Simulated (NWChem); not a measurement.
System: Si2H4OCl2; SMILES O[Si@@H](Cl)[SiH2]Cl

Input file for NWChem:

```
start job
memory heap 200 mb stack 900 mb global 1100 mb
geometry units angstroms noautoz
  O      1.688086     0.974923    -0.627782
  Si     0.358908     0.863411     0.354848
  Cl    -0.909349     2.512952     0.111779
  Si    -0.835466    -1.038324    -0.317075
  Cl     0.244869    -2.764423     0.147551
  H      2.349093     1.652404    -0.420883
  H      0.735545     0.872438     1.792606
  H     -2.127709    -1.103810     0.410602
  H     -1.086012    -1.020465    -1.779278
end
basis spherical
  O library def2-svp
  Si library def2-svp
  Cl library def2-svp
  H library def2-svp
end
dft
  xc mn15
  grid xcoarse
  iterations 150
  mulliken
end
task dft gradient
```

Output (shortened):

```
             Northwest Computational Chemistry Package (NWChem) 7.3.0
             --------------------------------------------------------

 C1  symmetry detected

                             Geometry "geometry" -> ""
                             -------------------------

 Output coordinates in angstroms (scale by  1.889725989 to convert to a.u.)

  No.       Tag          Charge          X              Y              Z
 ---- ---------------- ---------- -------------- -------------- --------------
    1 O                    8.0000     1.86202053     0.80485545    -0.50278798
    2 Si                  14.0000     0.46062315     0.81126525     0.38081549
    3 Cl                  17.0000    -0.64990025     2.55382669     0.03619795
    4 Si                  14.0000    -0.83116893    -0.99677633    -0.36541813
    5 Cl                  17.0000     0.07035637    -2.79806163     0.18688815
    6 H                    1.0000     2.55869776     1.42978091    -0.25213490
    7 H                    1.0000     0.73182282     0.80697318     1.84215642
    8 H                    1.0000    -2.17371115    -0.95041305     0.26634530
    9 H                    1.0000    -0.97308685    -0.97603562    -1.84208972

 Effective nuclear repulsion energy (a.u.)     414.1896046613

                                 NWChem DFT Module
                                 -----------------

 Summary of "ao basis" -> "ao basis" (spherical)
 ------------------------------------------------------------------------------
       Tag                 Description            Shells   Functions and Types
 ---------------- ------------------------------  ------  ---------------------
 O                          def2-svp                 6       14   3s2p1d
 Si                         def2-svp                 8       18   4s3p1d
 Cl                         def2-svp                 8       18   4s3p1d
 H                          def2-svp                 3        5   2s1p

            General Information
            -------------------
          SCF calculation type: DFT
          Wavefunction type:  closed shell.
          No. of atoms     :     9
          No. of electrons :    74
           Alpha electrons :    37
            Beta electrons :    37
          Charge           :     0
          Spin multiplicity:     1
          Use of symmetry is: off; symmetry adaption is: off
          Maximum number of iterations: 150
          AO basis - number of functions:   106
                     number of shells:    50
          Convergence on energy requested:  1.00D-06
          Convergence on density requested:  1.00D-05
          Convergence on gradient requested:  5.00D-04

              XC Information
              --------------
                         MN15 Method XC Functional
                     Hartree-Fock (Exact) Exchange  0.440
                          MN15 Exchange Functional  1.000
                        MN15 Correlation Potential  1.000

             Grid Information
             ----------------
          Grid used for XC integration:  xcoarse
          Radial quadrature: Mura-Knowles
          Angular quadrature: Lebedev.
          Tag              B.-S. Rad. Rad. Pts. Rad. Cut. Ang. Pts.
          ---              ---------- --------- --------- ---------
          O                   0.60       21          11.0       194
          Si                  1.10       42          10.0       194
          Cl                  1.00       42          12.0       194
          H                   0.35       21          12.0       194
          Grid pruning is: on
          Number of quadrature shells:   273
          Spatial weights used:  Erf1

      Superposition of Atomic Density Guess
      -------------------------------------

 Sum of atomic energies:       -1572.81239697

      Non-variational initial energy
      ------------------------------

 Total energy =   -1574.095283
 1-e energy   =   -3002.109121
 2-e energy   =    1013.824233
 HOMO         =      -0.297246
 LUMO         =       0.028327

     ---------------------------------------------
      Total Density - Mulliken Population Analysis
     ---------------------------------------------

    Atom       Charge   Shell Charges
 -----------   ------   -------------------------------------------------------
    1 O    8     8.77   1.99  1.10  0.63  3.09  1.95  0.00
    2 Si  14    13.03   2.00  1.99  0.97  0.18  5.93  0.93  0.79  0.24
    3 Cl  17    17.44   2.00  1.99  1.22  0.72  5.94  2.16  3.39  0.01
    4 Si  14    13.43   2.00  1.99  1.02  0.24  5.94  1.04  1.08  0.14
    5 Cl  17    17.43   2.00  1.99  1.22  0.72  5.94  2.16  3.38  0.01
    6 H    1     0.65   0.52  0.07  0.06
    7 H    1     1.10   0.71  0.38  0.01
    8 H    1     1.07   0.70  0.37  0.01
    9 H    1     1.07   0.70  0.36  0.01

   convergence    iter        energy       DeltaE   RMS-Dens  Diis-err
 ---------------- ----- ----------------- --------- --------- ---------
 d= 0,ls=0.0,diis     1  -1575.9182916758 -1.99D+03  1.27D-02  1.44D+00
 d= 0,ls=0.0,diis     2  -1575.9373379310 -1.90D-02  7.38D-03  8.39D-01
 d= 0,ls=0.0,diis     3  -1576.0123765777 -7.50D-02  2.01D-03  1.70D-01
 d= 0,ls=0.0,diis     4  -1576.0275729781 -1.52D-02  6.27D-04  4.82D-03
 d= 0,ls=0.0,diis     5  -1576.0282286394 -6.56D-04  1.34D-04  2.13D-04
  Resetting Diis
 d= 0,ls=0.0,diis     6  -1576.0282550370 -2.64D-05  2.98D-05  7.44D-06
 d= 0,ls=0.0,diis     7  -1576.0282560432 -1.01D-06  7.83D-06  3.01D-07
 d= 0,ls=0.0,diis     8  -1576.0282560767 -3.35D-08  2.93D-06  1.34D-07

         Total DFT energy =    -1576.028256076708
      One electron energy =    -3004.965780671611
           Coulomb energy =     1122.682943230517
    Exchange-Corr. energy =     -107.935023296868
 Nuclear repulsion energy =      414.189604661254

 Numeric. integr. density =       74.000922108785

                       DFT Final Molecular Orbital Analysis
                       ------------------------------------

 Vector   35  Occ=2.000000D+00  E=-3.629507D-01
              MO Center= -2.8D-01,  1.3D+00,  1.8D-01, r^2= 5.6D+00
   Bfn.  Coefficient  Atom+Function         Bfn.  Coefficient  Atom+Function
  ----- ------------  ---------------      ----- ------------  ---------------
    45      0.499437  3 Cl pz                42      0.395494  3 Cl pz
    39      0.225406  3 Cl pz                79      0.222210  5 Cl px
    76      0.178238  5 Cl px                92     -0.160167  7 H  s
    93     -0.148485  7 H  s                 43     -0.131392  3 Cl px
    80      0.116876  5 Cl py                40     -0.101412  3 Cl px

 Vector   36  Occ=2.000000D+00  E=-3.511307D-01
              MO Center= -3.9D-01, -2.1D+00, -7.5D-02, r^2= 3.2D+00
   Bfn.  Coefficient  Atom+Function         Bfn.  Coefficient  Atom+Function
  ----- ------------  ---------------      ----- ------------  ---------------
    81      0.469177  5 Cl pz                78      0.363919  5 Cl pz
    79     -0.274937  5 Cl px                76     -0.213419  5 Cl px
    75      0.207467  5 Cl pz                97     -0.208296  8 H  s
   102      0.204848  9 H  s                 98     -0.159961  8 H  s
   103      0.154495  9 H  s                 60     -0.126496  4 Si pz

 Vector   37  Occ=2.000000D+00  E=-3.176668D-01
              MO Center= -2.0D-01, -1.8D-01,  1.2D-01, r^2= 5.3D+00
   Bfn.  Coefficient  Atom+Function         Bfn.  Coefficient  Atom+Function
  ----- ------------  ---------------      ----- ------------  ---------------
    44      0.228985  3 Cl py                80     -0.229485  5 Cl py
    79     -0.217961  5 Cl px                23     -0.180103  2 Si py
    92     -0.180956  7 H  s                 59      0.172375  4 Si py
    17      0.171169  2 Si s                 45      0.169436  3 Cl pz
    41      0.165852  3 Cl py                77     -0.165540  5 Cl py

 Vector   38  Occ=0.000000D+00  E=-6.823280D-03
              MO Center= -3.8D-01, -4.1D-01, -8.8D-02, r^2= 4.2D+00
   Bfn.  Coefficient  Atom+Function         Bfn.  Coefficient  Atom+Function
  ----- ------------  ---------------      ----- ------------  ---------------
    62      0.655810  4 Si py                72      0.396759  5 Cl s
    80      0.391520  5 Cl py                61     -0.370234  4 Si px
    26      0.364069  2 Si py                44      0.266028  3 Cl py
    63     -0.259118  4 Si pz                25     -0.229377  2 Si px
    36     -0.208765  3 Cl s                103     -0.192907  9 H  s

 Vector   39  Occ=0.000000D+00  E= 9.565264D-03
              MO Center=  9.3D-02,  2.2D-01,  5.1D-02, r^2= 4.7D+00
   Bfn.  Coefficient  Atom+Function         Bfn.  Coefficient  Atom+Function
  ----- ------------  ---------------      ----- ------------  ---------------
    25      0.591947  2 Si px               103     -0.576118  9 H  s
    63     -0.506449  4 Si pz                 3     -0.485865  1 O  s
    54      0.404733  4 Si s                 27     -0.393278  2 Si pz
    98      0.391193  8 H  s                 61      0.386891  4 Si px
    93      0.335319  7 H  s                 18     -0.277509  2 Si s

 Vector   40  Occ=0.000000D+00  E= 5.597701D-02
              MO Center= -2.8D-01, -2.3D-01, -8.2D-03, r^2= 5.0D+00
   Bfn.  Coefficient  Atom+Function         Bfn.  Coefficient  Atom+Function
  ----- ------------  ---------------      ----- ------------  ---------------
    18      1.118622  2 Si s                 54     -0.838672  4 Si s
    62     -0.812397  4 Si py                26     -0.652261  2 Si py
    17      0.647557  2 Si s                 61     -0.571951  4 Si px
    63     -0.493494  4 Si pz                53     -0.401055  4 Si s
    25     -0.397118  2 Si px                93     -0.379664  7 H  s

     ---------------------------------------------
      Total Density - Mulliken Population Analysis
     ---------------------------------------------

    Atom       Charge   Shell Charges
 -----------   ------   -------------------------------------------------------
    1 O    8     8.37   1.99  1.05  0.65  2.92  1.75  0.01
    2 Si  14    13.47   2.00  1.97  1.02  0.12  5.93  1.24  0.85  0.35
    3 Cl  17    17.27   2.00  1.97  1.22  0.74  5.93  2.24  3.14  0.02
    4 Si  14    13.65   2.00  1.97  1.04  0.21  5.93  1.31  1.00  0.19
    5 Cl  17    17.25   2.00  1.97  1.22  0.74  5.93  2.24  3.12  0.02
    6 H    1     0.79   0.66  0.06  0.07
    7 H    1     1.08   0.77  0.31  0.01
    8 H    1     1.06   0.76  0.29  0.01
    9 H    1     1.05   0.76  0.28  0.01

     -------------------------------------------
      Total Density - Lowdin Population Analysis
     -------------------------------------------

    Atom       Charge   Shell Charges
 -----------   ------   -------------------------------------------------------
    1 O    8     8.21   1.97  0.86  0.60  2.75  2.01  0.01
    2 Si  14    13.68   2.00  1.92  0.67  0.36  5.82  1.26  1.12  0.54
    3 Cl  17    17.09   2.00  1.95  1.03  0.82  5.83  2.33  3.12  0.02
    4 Si  14    13.74   2.00  1.93  0.70  0.38  5.82  1.32  1.28  0.31
    5 Cl  17    17.08   2.00  1.95  1.03  0.82  5.83  2.33  3.11  0.02
    6 H    1     0.90   0.55  0.17  0.18
    7 H    1     1.11   0.67  0.42  0.02
    8 H    1     1.09   0.66  0.41  0.02
    9 H    1     1.09   0.65  0.41  0.03

     Multipole analysis of the density
     ---------------------------------

     L   x y z        total         alpha         beta         nuclear
     -   - - -        -----         -----         ----         -------
     0   0 0 0     -0.000000    -37.000000    -37.000000     74.000000

     1   1 0 0      0.412554      0.206277      0.206277      0.000000
     1   0 1 0      0.429602      0.214801      0.214801     -0.000000
     1   0 0 1      0.190167      0.095084      0.095084      0.000000

     2   2 0 0    -39.810131   -127.747714   -127.747714    215.685297
     2   1 1 0      4.056106     -6.046603     -6.046603     16.149312
     2   1 0 1      1.234723     -1.093989     -1.093989      3.422702
     2   0 2 0    -47.200326   -517.885107   -517.885107    988.569888
     2   0 1 1      0.545923     -2.476545     -2.476545      5.499013
     2   0 0 2    -43.816713    -45.940658    -45.940658     48.064603

            General Information
            -------------------
          SCF calculation type: DFT
          Wavefunction type:  closed shell.
          No. of atoms     :     9
          No. of electrons :    74
           Alpha electrons :    37
            Beta electrons :    37
          Charge           :     0
          Spin multiplicity:     1
          Use of symmetry is: off; symmetry adaption is: off
          Maximum number of iterations: 150
          AO basis - number of functions:   106
                     number of shells:    50
          Convergence on energy requested:  1.00D-06
          Convergence on density requested:  1.00D-05
          Convergence on gradient requested:  5.00D-04

              XC Information
              --------------
                         MN15 Method XC Functional
                     Hartree-Fock (Exact) Exchange  0.440
                          MN15 Exchange Functional  1.000
                        MN15 Correlation Potential  1.000

             Grid Information
             ----------------
          Grid used for XC integration:  xcoarse
          Radial quadrature: Mura-Knowles
          Angular quadrature: Lebedev.
          Tag              B.-S. Rad. Rad. Pts. Rad. Cut. Ang. Pts.
          ---              ---------- --------- --------- ---------
          O                   0.60       21          11.0       194
          Si                  1.10       42          10.0       194
          Cl                  1.00       42          12.0       194
          H                   0.35       21          12.0       194
          Grid pruning is: on
          Number of quadrature shells:   273
          Spatial weights used:  Erf1

          Convergence Information
          -----------------------
          Convergence aids based upon iterative change in
          total energy or number of iterations.
          Levelshifting, if invoked, occurs when the
          HOMO/LUMO gap drops below (HL_TOL):  1.00D-02
          DIIS, if invoked, will attempt to extrapolate
          using up to (NFOCK): 10 stored Fock matrices.

                    Damping( 0%)  Levelshifting(0.5)       DIIS
                  --------------- ------------------- ---------------
          dE  on:    start            ASAP                start
          dE off:    2 iters        150 iters           150 iters

                            NWChem DFT Gradient Module
                            --------------------------

  charge          =   0.00
  wavefunction    = closed shell

                         DFT ENERGY GRADIENTS

    atom               coordinates                        gradient
                 x          y          z           x          y          z
   1 O       3.518709   1.520956  -0.950132    0.003421  -0.003238  -0.005529
   2 Si      0.870452   1.533069   0.719637    0.002842  -0.003150   0.000897
   3 Cl     -1.228133   4.826033   0.068404   -0.005553   0.010271  -0.000678
   4 Si     -1.570682  -1.883634  -0.690540   -0.000728   0.003655  -0.001087
   5 Cl      0.132954  -5.287570   0.353167    0.003341  -0.009583   0.002230
   6 H       4.835238   2.701894  -0.476466    0.001968   0.002716   0.001803
   7 H       1.382945   1.524958   3.481171    0.000689   0.000681   0.005843
   8 H      -4.107718  -1.796020   0.503320   -0.005303  -0.000535   0.002391
   9 H      -1.838868  -1.844440  -3.481045   -0.000676  -0.000818  -0.005870
```

Level: MN15/def2-SVP. All runs use the structure optimised with B3LYP/6-31G* (spherical d).
